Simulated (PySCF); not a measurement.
C2H7BO3, SMILES B(O)(O)[C@H](C)O.

The structure is a stationary point at PBE0-D3(BJ)/def2-SVP. The structure was generated by enumeration; whether it is a known compound was not checked. Other conformers were not sampled.

Level of theory: TDDFT-B3LYP/def2-SVPD run with PySCF.

Vertical excitations. 

Computed excitation energies, oscillator strengths and character:
```csv
state,energy (eV),λ (nm),f,main pairs
S1,6.72,184,0.009,HOMO→LUMO 88 %
S2,7.31,170,0.004,HOMO−1→LUMO 87 %
S3,7.43,167,0.002,HOMO→LUMO+1 79 %
S4,7.83,158,0.001,HOMO→LUMO+2 86 %
S5,7.87,157,0.036,"HOMO−2→LUMO 44 %, HOMO−1→LUMO+1 41 %, HOMO→LUMO+2 7 %"
S6,7.95,156,0.043,"HOMO−1→LUMO+1 46 %, HOMO−2→LUMO 41 %"
S7,8.22,151,0.011,HOMO−1→LUMO+2 87 %
S8,8.40,148,0.022,"HOMO→LUMO+3 68 %, HOMO−2→LUMO+1 19 %"
S9,8.44,147,0.043,"HOMO−2→LUMO+1 54 %, HOMO→LUMO+3 24 %"
S10,8.49,146,0.021,HOMO→LUMO+4 85 %
T1,6.49,191,0,"HOMO→LUMO 79 %, HOMO→LUMO+1 16 %"
T2,7.09,175,0,HOMO−1→LUMO 78 %
T3,7.34,169,0,"HOMO→LUMO+1 73 %, HOMO→LUMO 16 %"
T4,7.53,165,0,"HOMO→LUMO+2 59 %, HOMO−1→LUMO 11 %, HOMO−1→LUMO+2 11 %"
```
Triplets are in the Tamm–Dancoff approximation, which puts them higher than full response would, so one can lie above its singlet here.
